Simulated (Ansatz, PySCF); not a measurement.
H₂O₃S, SMILES O=[SH](=O)O. Atoms are numbered in the order given.

```xyz
6

O     -1.0816    -0.6868    -0.7300
S     -0.1838    -0.0152     0.1701
O     -0.0273     1.4228     0.2153
O      1.2851    -0.6578    -0.0269
H     -0.4313    -0.4714     1.4358
H      1.9294     0.0662     0.0186
```

Geometry optimised at PBE0-D3(BJ)/def2-SVP. One conformer was computed; it need not be the lowest.

Two levels are set side by side: PBE-D3(BJ)/def2-SVP (Ansatz, an electronic-structure program) and PBE0-D3(BJ)/def2-SVP (Ansatz). Each level has its own optimised geometry; the coordinates shown are those of the second. Frequencies come from the Hessian of PySCF at each geometry. Differences are taken from unrounded values.

```csv
quantity,PBE0-D3(BJ)
mean bond length (Å),1.368
bond O1–S2 (Å),1.438
bond S2–O3 (Å),1.447
bond S2–O4 (Å),1.615
bond S2–H5 (Å),1.368
bond O4–H6 (Å),0.970
highest harmonic wavenumber (cm⁻¹),3818
mean harmonic wavenumber (cm⁻¹),1237
zero-point energy (kcal/mol),21.22
```

What does PBE-D3(BJ) give, and how far is it from PBE0-D3(BJ)? (Estimate from the structure and the level; the computed values follow.)


```tsv
quantity	PBE-D3(BJ)	PBE-D3(BJ) minus PBE0-D3(BJ)
mean bond length (Å)	1.391	0.023
bond O1–S2 (Å)	1.460	0.022
bond S2–O3 (Å)	1.470	0.022
bond S2–O4 (Å)	1.654	0.039
bond S2–H5 (Å)	1.389	0.021
bond O4–H6 (Å)	0.982	0.012
highest harmonic wavenumber (cm⁻¹)	3646	-171
mean harmonic wavenumber (cm⁻¹)	1157	-80
zero-point energy (kcal/mol)	19.86	-1.36
```

Exact exchange shortens and stiffens bonds; PBE has none. Differences between two approximate levels are no errors against the true value.
